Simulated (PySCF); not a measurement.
**A survey of 29Si NMR shifts**

How the numbers were obtained: σ from GIAO-PBE0/pcSseg-1, GFN2-xTB geometry, in PySCF (in vacuum, fast rotation and ring inversion assumed for equivalent nuclei, one conformer, relativity neglected).

Shieldings were converted by a linear fit to measured shifts: 29Si: δ = 279.94 − 0.822σ (rms 8.9 ppm, 72 shifts, 25.8 ppm with the 6 outliers that the fit left out vs TMS, solution or neat liquid). Occasional misses reach two or three times the rms, and more in compound classes unlike the fitted ones.

Q: Give the 29Si shifts of `CO[SiH2][Si@H](O)n1cccc1`, `CO[Si@H]([SiH2]O)n1cccc1`, `CC(=O)c1cccc(O[SiH3])c1`, `CN[SiH2][C@@H]([SiH3])[SiH2]F`, `C=C[Si@@H](C(=C)O[SiH3])C(N)=O`, `[SiH3]OC1=CC=C(Cl)[SiH2]1`.

A: 
```csv
compound,environment,δ (ppm)
[CH3:1][O:2][SiH2:3][Si@H:4]([OH:5])[n:6]1[cH:7][cH:8][cH:9][cH:10]1,"Si4: silicon bonded to N, O, Si, H",-20.2
[CH3:1][O:2][SiH2:3][Si@H:4]([OH:5])[n:6]1[cH:7][cH:8][cH:9][cH:10]1,"Si3: silicon bonded to O, Si, 2 H",-33.5
[CH3:1][O:2][Si@H:3]([SiH2:4][OH:5])[n:6]1[cH:7][cH:8][cH:9][cH:10]1,"Si3: silicon bonded to N, O, Si, H",-20.9
[CH3:1][O:2][Si@H:3]([SiH2:4][OH:5])[n:6]1[cH:7][cH:8][cH:9][cH:10]1,"Si4: silicon bonded to O, Si, 2 H",-32.8
CC(=O)c1cccc(O[SiH3])c1,"silicon bonded to O, 3 H",-41.2
[CH3:1][NH:2][SiH2:3][C@@H:4]([SiH3:5])[SiH2:6][F:7],"Si6: silicon bonded to C, F, 2 H",-1.8
[CH3:1][NH:2][SiH2:3][C@@H:4]([SiH3:5])[SiH2:6][F:7],"Si3: silicon bonded to C, N, 2 H",-36.1
[CH3:1][NH:2][SiH2:3][C@@H:4]([SiH3:5])[SiH2:6][F:7],"Si5: silicon bonded to C, 3 H",-72.6
[CH2:1]=[CH:2][Si@@H:3]([C:4](=[CH2:5])[O:6][SiH3:7])[C:8]([NH2:9])=[O:10],"Si7: silicon bonded to O, 3 H",-43.2
[CH2:1]=[CH:2][Si@@H:3]([C:4](=[CH2:5])[O:6][SiH3:7])[C:8]([NH2:9])=[O:10],"Si3: silicon bonded to 3 C, H",-45.2
[SiH3:1][O:2][C:3]1=[CH:4][CH:5]=[C:6]([Cl:7])[SiH2:8]1,"Si1: silicon bonded to O, 3 H",-38.0
[SiH3:1][O:2][C:3]1=[CH:4][CH:5]=[C:6]([Cl:7])[SiH2:8]1,"Si8: silicon bonded to 2 C, 2 H, in a 5-membered ring",-63.1
```
